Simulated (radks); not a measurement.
Values are calculated unless marked as measured or tabulated.
Polarisability of the zirconium ion Zr2+, [Kr] 4d2, at imaginary frequency. Level of theory: scalar-relativistic Kohn-Sham, LB94 model potential, spin-polarised, spherical densities, finite nucleus; open shells are filled with parallel spins first (spin-orbit coupling, left out, can overturn this in heavy ions); Fermi nuclear charge, rms radius 4.2694 fm (a radial shooting solver on a logarithmic mesh with Libxc functionals). Response by self-consistent Sternheimer equations with the Hartree and adiabatic LDA kernel, the relativistic mass of each level held fixed and spin-orbit coupling left out.

w (hartree)  alpha1(iw) (bohr^3)
0.00266                    11.10
0.0143                     11.09
0.0360                     11.00
0.0697                     10.75
0.118                      10.20
0.186                      9.274
0.280                      8.058
0.413                      6.710
0.605                      5.331
0.892                      3.954
1.35                       2.631
2.12                       1.488
3.59                      0.6828
6.94                      0.2475
17.5                     0.06115

Static values: alpha1 = 11.10 bohr^3 (1.645 angstrom^3; uncoupled 15.16). C6 = 55.11, triple-dipole C9 = 401.1 atomic units. One-pole (London) frequency 4 C6 / (3 alpha1^2) = 0.596 hartree, against 0.875 for minus the highest occupied eigenvalue.
